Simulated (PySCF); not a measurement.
**Field gradients at the hydrogen positions**

C₂H₁₀N₂Si₂.
Atom-mapped SMILES: `[CH2:1]=[N:2][Si@:3]([CH3:4])([NH2:5])[SiH3:6]` (hydrogens: H7, H8 on C1; H9, H10, H11 on C4; H12, H13 on N5; H14, H15, H16 on Si6)

Geometry (GFN2-xTB, Å), atoms numbered from 1 in this order:
```xyz
16
C2H10N2Si2 angstrom
C      2.0211   -1.5741   -0.4401
N      1.1622   -0.7192   -0.7357
Si    -0.0491    0.1710    0.1268
C      0.3723    1.9746   -0.2975
N     -0.1408    0.1270    1.8595
Si    -2.0461   -0.6083   -0.7212
H      2.2304   -1.9263    0.5770
H      2.6284   -2.0222   -1.2242
H      0.4568    2.1044   -1.3708
H     -0.4045    2.6413    0.0617
H      1.3126    2.2873    0.1464
H     -0.4312   -0.7076    2.3411
H      0.5076    0.6504    2.4256
H     -3.1766   -0.3081    0.1646
H     -2.3819   -0.0168   -2.0187
H     -2.0686   -2.0646   -0.9058
```

Level: PBE0/pcSseg-1 (PySCF, non-relativistic); Q(2H) = 0.00286 b; rigid geometry, the same for H and D, with no vibrational averaging.

Task: Rank these positions by the coupling χzz of a deuteron there, largest first.
A. H7 (hydrogen on a C=N carbon)
B. H15 (Si–H hydrogen)
C. H10 (methyl hydrogen)
D. H8 (hydrogen on a C=N carbon)
E. H12 (N–H hydrogen)

Result: E (291 kHz), C (220 kHz), D (207 kHz), A (197 kHz), B (111 kHz).

Task: What are Vzz, η and χzz (234.96 MHz × Q × Vzz) at all hydrogens?

Result: 
```csv
atom,bonded to,bond length (Å),Vzz (au),η,χzz (kHz)
H7,C1,1.096,0.2929,0.03,197
H8,C1,1.088,0.3080,0.02,207
H9,C4,1.084,0.3274,0.02,220
H10,C4,1.085,0.3272,0.02,220
H11,C4,1.086,0.3280,0.01,220
H12,N5,1.006,0.4325,0.17,291
H13,N5,1.007,0.4308,0.17,289
H14,Si6,1.467,0.1630,0.01,110
H15,Si6,1.465,0.1649,0.01,111
H16,Si6,1.468,0.1628,0.01,109
```

Task: Average by the element that carries the hydrogen.

Result: on C: 213 kHz over 5 positions, mean bond length 1.088 Å; on N: 290 kHz over 2 positions, mean bond length 1.007 Å; on Si: 110 kHz over 3 positions, mean bond length 1.467 Å.

Task: How does χzz go with the bond length over the 5 C–H bonds?

Result: A straight-line fit has a slope of -20.3 kHz for each 0.01 Å, with a correlation coefficient of -0.96, over lengths from 1.084 to 1.096 Å. The longer bonds have the smaller couplings here.

Geometry: GFN2-xTB, one conformer, isolated molecule. GFN2-xTB bond lengths can be off by several hundredths of an ångström, more for odd bonds, and the gradients follow them. With a basis this small, the couplings can be 20 % off.
